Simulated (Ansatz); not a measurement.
`BS[CH2][GeH3]` + `[NH2][GaH2]` → `B[NH][GaH2]` + `S[CH2][GeH3]`  (ligand exchange at a B–S bond)

Calculated with Ansatz (gas phase, PBE0-D4/def2-TZVP geometries, no zero-point term in ΔE). CCSD(T)/CBS is the MP2 limit (def2-TZVPP, def2-QZVPP) plus CCSD(T) − MP2 in def2-TZVPP, frozen cores. Functionals use def2-TZVPP. B3LYP here is the variant with VWN-RPA as its local correlation; programs differ in this. For Ga, Ge outer-core shells are correlated without core-valence functions, which leaves a few kJ/mol of doubt a bond. Scalar relativity is left out up to krypton. Each species was taken in one conformer, which may not be the lowest.

Q: Is it downhill or uphill in electronic energy at CCSD(T)/CBS, and by how much? (Estimate.)

A: Ansatz gave: Downhill: ΔE = -5.6 kcal/mol.

Q: What do these levels give: PBE-D4, B3LYP-D4, ωB97M-V, PBE, r2SCAN, PBE0, B3LYP, HF/def2-TZVPP, MP2/def2-TZVPP, HF/def2-QZVPP, SCS-MP2/def2-QZVPP, MP2/CBS(def2)? (Estimate.)

A: Ansatz gave: PBE-D4 -3.8, B3LYP-D4 -6.2, ωB97M-V -6.5, PBE -4.1, r2SCAN -4.4, PBE0 -5.3, B3LYP -6.7, HF/def2-TZVPP -10.0, MP2/def2-TZVPP -6.1, HF/def2-QZVPP -10.1, SCS-MP2/def2-QZVPP -6.8, MP2/CBS(def2) -5.2 kcal/mol.

Largest T1 diagnostic among the species: 0.014.

From PBE to PBE0 (25 % exact exchange), in def2-TZVPP and without D4, ΔE moves by −1.2 kcal/mol. In def2-TZVPP, CCSD(T) changes the Hartree–Fock value by +3.5 kcal/mol (the triples alone add +0.8 kcal/mol) and MP2 by +3.9 kcal/mol.
